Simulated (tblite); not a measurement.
Compound: C₄H₁₁AsB₂.
Numbering: `[BH2:1][C:2]#[C:3][CH2:4][BH2-:5][AsH2+:6][CH3:7]` (hydrogens: H8, H9 on B1; H10, H11 on C4; H12, H13 on B5; H14, H15 on As6; H16, H17, H18 on C7)
Bond orders are those of one Lewis drawing.

Computed with GFN2-xTB (tblite), gas phase: L-BFGS steps from a force-field or distance-geometry start until the largest atomic force falls under 0.01 eV/Å.

Step 32: E = -514.6835 eV
```
atom  x, y, z in Å  |  force x, y, z in eV/Å
B1     -3.1961    2.1114   -0.1536    0.048  -0.028   0.019
C2     -2.4571    0.8302   -0.2945    0.053  -0.040  -0.060
C3     -1.8416   -0.2108   -0.3980    0.027  -0.041   0.036
C4     -1.1516   -1.4757   -0.4158    0.000  -0.012   0.027
B5      0.2546   -1.4473    0.4308    0.012  -0.048   0.031
As6     1.7925   -0.7493   -0.9359    0.011  -0.004   0.084
C7      2.6300    0.9523   -0.4555    0.000   0.014  -0.013
H8     -4.3293    2.0997    0.1370   -0.063   0.014   0.022
H9     -2.6323    3.1245   -0.3121    0.010   0.100  -0.050
H10    -1.8237   -2.2267    0.0143    0.032   0.011  -0.024
H11    -0.9780   -1.7709   -1.4616    0.010   0.031   0.063
H12     0.3385   -0.6166    1.2820   -0.035  -0.048  -0.050
H13     0.6237   -2.5240    0.7727    0.025   0.000  -0.030
H14     3.0283   -1.4808   -1.3758   -0.083   0.019   0.017
H15     1.4021   -0.4380   -2.3372   -0.009   0.042  -0.048
H16     3.2494    0.8147    0.4342   -0.040  -0.019  -0.038
H17     3.2421    1.3505   -1.2642   -0.007   0.004   0.034
H18     1.8395    1.6631   -0.2081    0.008   0.004  -0.019
```

Step 33: E = -514.6857 eV
```
atom  x, y, z in Å  |  force x, y, z in eV/Å
B1     -3.1945    2.1122   -0.1594    0.064  -0.016   0.030
C2     -2.4536    0.8322   -0.3006    0.061  -0.072  -0.053
C3     -1.8381   -0.2096   -0.3979    0.027  -0.005   0.021
C4     -1.1521   -1.4766   -0.4134    0.000  -0.029   0.029
B5      0.2543   -1.4580    0.4326    0.023  -0.021  -0.014
As6     1.7924   -0.7413   -0.9327   -0.016  -0.054   0.124
C7      2.6331    0.9598   -0.4533   -0.028  -0.019  -0.028
H8     -4.3241    2.1000    0.1456   -0.056   0.015   0.014
H9     -2.6309    3.1245   -0.3259   -0.004   0.099  -0.053
H10    -1.8290   -2.2200    0.0203    0.026  -0.022  -0.011
H11    -0.9834   -1.7782   -1.4581    0.017   0.040   0.061
H12     0.3368   -0.6330    1.2871   -0.029  -0.037  -0.013
H13     0.6303   -2.5360    0.7613    0.009  -0.001  -0.025
H14     3.0229   -1.4781   -1.3800   -0.082   0.033   0.018
H15     1.3909   -0.4349   -2.3300   -0.002   0.063  -0.074
H16     3.2467    0.8227    0.4405   -0.036  -0.012  -0.049
H17     3.2483    1.3488   -1.2635    0.005   0.027   0.043
H18     1.8412    1.6718   -0.2137    0.021   0.010  -0.020
```

**Question.** Estimate the geometry and energy of step 34. (The exact step hangs on the optimiser's Hessian estimate; all steps are aligned on step 33, rigid shifts and turns removed.)

**Answer.** E = -514.6881 eV, largest force 0.153 eV/Å
```
atom  x, y, z in Å  |  force x, y, z in eV/Å
B1     -3.1912    2.1128   -0.1644    0.063   0.008   0.026
C2     -2.4485    0.8337   -0.3079    0.053  -0.072  -0.034
C3     -1.8325   -0.2086   -0.3980    0.025   0.032   0.003
C4     -1.1521   -1.4780   -0.4104    0.005  -0.044   0.031
B5      0.2549   -1.4706    0.4335    0.030   0.007  -0.055
As6     1.7919   -0.7322   -0.9266   -0.064  -0.084   0.111
C7      2.6362    0.9686   -0.4512   -0.055  -0.052  -0.039
H8     -4.3186    2.1006    0.1557   -0.010   0.016   0.000
H9     -2.6294    3.1259   -0.3447   -0.033   0.066  -0.044
H10    -1.8344   -2.2119    0.0283    0.012  -0.067   0.008
H11    -0.9900   -1.7872   -1.4533    0.028   0.044   0.043
H12     0.3342   -0.6539    1.2933   -0.020  -0.023   0.034
H13     0.6374   -2.5505    0.7460   -0.003  -0.008  -0.016
H14     3.0144   -1.4747   -1.3842   -0.068   0.042   0.017
H15     1.3763   -0.4305   -2.3219    0.016   0.074  -0.058
H16     3.2427    0.8324    0.4472   -0.026  -0.004  -0.048
H17     3.2563    1.3476   -1.2615    0.017   0.048   0.042
H18     1.8435    1.6828   -0.2211    0.031   0.018  -0.019
```

The energy changes by -0.0024 eV. The first-order estimate −F·Δx gives -0.0033 eV and the mean of the old and new forces, exact on a quadratic surface, -0.0024 eV. The step makes an angle of 79° with the force vector and moves no atom by more than 0.022 Å.

What follows is the cost of the whole relaxation. Time: 1.8 s. Hardware: one thread, Intel Xeon at 2.70 GHz (x86_64) (shared host).
